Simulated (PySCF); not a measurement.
Ce(NH2)4 relaxed at several levels

Computed with PySCF 2.14.0, def2-SVP on the ligands, density fitting, scalar-relativistic core potentials, no spin-orbit coupling, vacuum. Each row is relaxed at its own level from the same template. Distances are means of the shortest metal–ligand contacts, charges and spins Mulliken's; removal energies are rigid, with the ligand's formal charge and no counterpoise, so too large; for an anion taken off a cation in vacuum most of it is the attraction of opposite charges, and multiply charged cations can part far more cheaply with an electron moved from ligand to metal. lcecp potentials hold a fixed number of 4f electrons in the core, out of states, spins and gaps.

```
 level      basis on the metal  point group  M–NH2 (Å)  charge on M (e)  removal of one NH2 (eV)  strongest infrared band, degenerate modes summed (cm⁻¹)  unstable modes (below −25 cm⁻¹)
r2SCAN  lcecp-2-SVP with ECP46           S4      2.212             1.14                    10.75                                                        –                        not given
```

Problem. What does the calculation give for PBE0, lcecp-2-SVP with ECP46?

Solution. point group: S4, M–NH2 (Å): 2.201, charge on M (e): 1.21, removal of one NH2 (eV): 10.76, strongest infrared band, degenerate modes summed (cm⁻¹): 566, unstable modes (below −25 cm⁻¹): 0.
```xyz
13

Ce    0.0000    0.0000    0.0000
N     1.2748    1.2351    1.3018
H     1.2134    1.3763    2.3090
H     2.1261    1.7012    0.9866
N    -1.2748   -1.3018    1.2352
H    -2.1261   -0.9866    1.7012
H    -1.2134   -2.3090    1.3763
N     1.2748   -1.2351   -1.3018
H     2.1261   -1.7012   -0.9866
H     1.2134   -1.3763   -2.3090
N    -1.2748    1.3018   -1.2352
H    -1.2134    2.3090   -1.3763
H    -2.1261    0.9866   -1.7012
```

Moved off a saddle point of the template and relaxed again: PBE0, r2SCAN. One start shape was tried for each, so a minimum needn't be the lowest isomer.
